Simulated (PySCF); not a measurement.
H$_{2}$BBrO$_{2}$, singlet, at a GFN2-xTB geometry. Base run: B3LYP/6-31G* (PySCF).

The PySCF input:
```python
from pyscf import gto, scf, dft, solvent

mol = gto.M(
    atom='''
B     0.63016015    0.69553097   -0.00673031
Br   -0.65351999   -0.70845424    0.00049872
O     0.31611294    1.77672235   -0.72296485
H     0.94539192    2.49728478   -0.74279122
O     1.78376744    0.59968450    0.67095821
H     1.97796385   -0.19029600    1.17504071
''',
    basis='6-31g*',
    verbose=3,
)

mf = dft.RKS(mol)
mf.xc = 'b3lyp'
mf.kernel()
```

Each row names what was changed in the base input (with any setting that the change needs).

| change | ΔE vs base (kJ/mol) | dipole (D) | HOMO-LUMO gap (eV) |
|---|---|---|---|
| base | 0.00 | 2.49 | 9.11 |
| model = IEF-PCM; solvent = chloroform; lebedev_order = 41 | -21.98 | 2.91 | 9.28 |
| model = IEF-PCM; solvent = methanol | -30.0 | 3.06 | 9.33 |
| model = ddCOSMO; solvent = chloroform | [?] | [?] | 9.27 |
| model = IEF-PCM; solvent = chloroform | -21.88 | 2.90 | 9.28 |
| model = C-PCM; solvent = chloroform | [?] | [?] | [?] |
| model = IEF-PCM; solvent = chloroform; vdw_scale = 1.4 | -12.97 | 2.80 | 9.23 |
| model = IEF-PCM; solvent = water | -30.9 | 3.08 | 9.34 |
| model = IEF-PCM; solvent = chloroform; r_probe = 0.5 | -8.70 | 2.74 | 9.21 |
| model = IEF-PCM; solvent = chloroform; lebedev_order = 11 | -20.81 | 2.89 | 9.27 |
| model = IEF-PCM; solvent = chloroform; vdw_scale = 1.0 | [?] | [?] | [?] |
| model = SS(V)PE; solvent = chloroform | -21.71 | 2.90 | 9.28 |

Problem. Some entries are withheld; supply them.

Solution. 
- model = ddCOSMO; solvent = chloroform, ΔE vs base (kJ/mol): -16.42
- model = ddCOSMO; solvent = chloroform, dipole (D): 2.87
- model = C-PCM; solvent = chloroform, ΔE vs base (kJ/mol): -24.29
- model = C-PCM; solvent = chloroform, dipole (D): 2.94
- model = C-PCM; solvent = chloroform, HOMO-LUMO gap (eV): 9.29
- model = IEF-PCM; solvent = chloroform; vdw_scale = 1.0, ΔE vs base (kJ/mol): -38.4
- model = IEF-PCM; solvent = chloroform; vdw_scale = 1.0, dipole (D): 3.00
- model = IEF-PCM; solvent = chloroform; vdw_scale = 1.0, HOMO-LUMO gap (eV): 9.32

The base is the gas phase, so ΔE is the electrostatic part of solvation at a fixed geometry, without cavity and dispersion terms.
